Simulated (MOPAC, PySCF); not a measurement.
H3FSi2, SMILES `F[Si][SiH3]` (lower singlet), neutral singlet in the gas phase. This singlet lies 1.07 eV below the relaxed triplet at the level frozen-core CCSD(T)/cc-pVTZ // PBE0-D3(BJ)/def2-TZVP (Ansatz).

Cartesian coordinates (Å):
```xyz
6

F      2.4173     0.5083    -0.3470
Si     1.6754    -0.7566     0.3338
Si    -0.6334    -0.0210     0.0329
H     -1.3618    -1.0628    -0.7520
H     -0.8087     1.2955    -0.6419
H     -1.2888     0.0366     1.3742
```
Charge 0, multiplicity 1.

All levels are single points at this geometry (PBE0-D3(BJ)/def2-TZVP); Pople sets use spherical d functions. Orbital energies aren't observables, and empty levels follow the basis.

B3LYP/6-31G* in PySCF gives HOMO (eV) = -6.07.

Task: Estimate the HOMO (eV) from each of these levels: PBE0-D3(BJ)/def2-TZVP in PySCF; B3LYP/6-311+G** in PySCF; M06-2X/6-31G* in PySCF; AM1 in MOPAC; PM3 in MOPAC.

Result: 
| level | HOMO (eV) |
|---|---|
| PBE0-D3(BJ)/def2-TZVP in PySCF | -6.40 |
| B3LYP/6-311+G** in PySCF | -6.33 |
| M06-2X/6-31G* in PySCF | -7.19 |
| AM1 in MOPAC | -8.27 |
| PM3 in MOPAC | -8.06 |
